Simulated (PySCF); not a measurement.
CH4OSi, SMILES C[Si]O (connectivity only; charge and spin as stated), neutral, multiplicity 1.

Geometry optimised at PBE0-D3(BJ)/def2-TZVP. One conformer was computed; it need not be the lowest.

These are PySCF with TDDFT-M06-2X/def2-SVPD values and carry that method's errors.

Vertical excitations. The molecule is in vacuum. State labels are in the subgroup Cs.

Computed UV-visible absorptions:
| state | symmetry | energy (eV) | λ (nm) | f | main pairs |
|---|---|---|---|---|---|
| S1 | A" | 3.20 | 387 | 0.032 | HOMO→LUMO 100 % |
| S2 | A' | 5.43 | 228 | 0.110 | HOMO→LUMO+1 95 % |
| S3 | A' | 6.29 | 197 | 0.077 | HOMO→LUMO+2 97 % |
| S4 | A' | 6.82 | 182 | 0.271 | HOMO→LUMO+3 80 %, HOMO→LUMO+4 14 % |
| S5 | A" | 7.18 | 173 | 0.031 | HOMO−1→LUMO 92 % |
| S6 | A' | 7.36 | 168 | 0.116 | HOMO→LUMO+4 71 %, HOMO→LUMO+3 17 % |
| S7 | A' | 7.77 | 160 | 0.074 | HOMO−2→LUMO 82 % |
| S8 | A" | 7.90 | 157 | 0.068 | HOMO→LUMO+5 88 % |
| S9 | A' | 8.12 | 153 | 0.056 | HOMO→LUMO+6 67 %, HOMO→LUMO+7 13 % |
| S10 | A" | 8.41 | 147 | 0.007 | HOMO−3→LUMO 72 %, HOMO→LUMO+9 13 % |
| T1 | A" | 2.05 | 606 | 0 | HOMO→LUMO 98 % |
| T2 | A' | 4.73 | 262 | 0 | HOMO→LUMO+1 76 % |
| T3 | A' | 5.91 | 210 | 0 | HOMO→LUMO+2 79 % |
| T4 | A' | 6.45 | 192 | 0 | HOMO−2→LUMO 47 %, HOMO→LUMO+3 32 % |
Triplets are in the Tamm–Dancoff approximation, which puts them higher than full response would, so one can lie above its singlet here.
